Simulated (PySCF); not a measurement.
C3H4BFO, SMILES F[C@@H]1C=CB1O. Geometry optimised at PBE0-D3(BJ)/def2-SVP. The structure was generated by enumeration; whether it is a known compound was not checked. The values are those of a single conformer.

Computed equilibrium geometry at PBE0-D3(BJ)/def2-SVP (PySCF confirms it by a frequency run) as a Z-matrix (one conformer of several):
```
B
O 1 1.3456
H 2 0.9634 1 112.68
C 1 1.5423 2 134.14 3 -168.02
C 4 1.3571 1 87.10 2 152.30
H 4 1.0912 5 129.17 1 172.28
H 5 1.0990 4 131.27 6 7.20
C 5 1.5089 7 127.72 4 -178.68
F 8 1.3827 5 115.85 7 49.42
H 8 1.1032 9 108.14 5 128.46
```
Charge 0, spin multiplicity 1.
